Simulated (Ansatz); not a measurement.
Reaction (formal exchange of groups at a C–C bond): `OCC1CC1` + `BF` → `OCBF` + `C1CC1`

Program: Ansatz. Geometries: PBE0-D4/def2-TZVP. ΔE: electronic, gas phase. CBS: MP2 limit from def2 TZ/QZ plus the TZ coupled-cluster correction, frozen cores. This one scheme is used for every species. DFT in def2-TZVPP. One conformer a species, not always the lowest.

| level | ΔE (kJ/mol) | difference from CCSD(T)/CBS |
| --- | --- | --- |
| r2SCAN-D4 | -31.2 | -8.4 |
| PBE0-D4 | -29.5 | -6.7 |
| ωB97X-V | -25.6 | -2.8 |
| B2PLYP | -27.1 | -4.3 |
| PBE | -34.7 | -11.9 |
| PBE0 | -32.4 | -9.6 |
| MP2/def2-QZVPP | -18.9 | 3.9 |
| SCS-MP2/def2-QZVPP | -18.8 | 4.0 |
| HF/CBS(def2) | -24.1 | -1.3 |
| MP2/CBS(def2) | -19.7 | 3.1 |
| CCSD(T)/CBS | -22.8 | 0 |

Largest T1 diagnostic among the species: 0.013.

In def2-TZVPP, CCSD(T) changes the Hartree–Fock value by +3.3 kJ/mol (the triples alone add +1.3 kJ/mol) and MP2 by +6.3 kJ/mol. The D4 term adds +4.8 kJ/mol with B3LYP and +2.9 kJ/mol with PBE0; it sums over pairs of atoms, weighted by their polarisabilities, and B3LYP, whose exchange is more repulsive, gets the larger term.

B3LYP here is the variant with VWN-RPA as its local correlation; programs differ in this.
